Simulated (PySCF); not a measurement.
CH₅S, SMILES C[SH2+], charge +1. Atoms are numbered in the order given.

```xyz
7

C     -1.2002    -0.0293     0.0000
S      0.6207     0.1112     0.0000
H     -1.5395     0.4936     0.8923
H     -1.5395     0.4936    -0.8923
H     -1.5023    -1.0719     0.0000
H      0.9256    -0.7596     0.9898
H      0.9256    -0.7596    -0.9898
```
Charge +1, spin multiplicity 1.

Geometry optimised at B3LYP-D3(BJ)/def2-TZVP. The isomer is the one that the SMILES or the coordinates give; other isomers of the formula were not compared.

Two levels are set side by side: PBE/pcJ-1 (PySCF) and B3LYP/pcJ-1 (PySCF). One-bond couplings, all four terms, same geometry. Isotopes: 13C, 1H, 33S. Differences are taken from unrounded values.

```tsv
quantity	PBE
¹J(C1,H3) (Hz)	148.8
¹J(C1,H4) (Hz)	148.8
¹J(C1,H5) (Hz)	154.0
```

Problem. These are the PBE values. What does B3LYP give? (Estimate from the structure and the level; the computed values follow.)

Solution. 
```csv
quantity,B3LYP,PBE minus B3LYP
"¹J(C1,H3) (Hz)",162.0,-13.2
"¹J(C1,H4) (Hz)",162.0,-13.2
"¹J(C1,H5) (Hz)",167.9,-13.9
```

Rough cost on one machine, each run with all the roots and properties that it gave: B3LYP against PBE within a factor of 2.
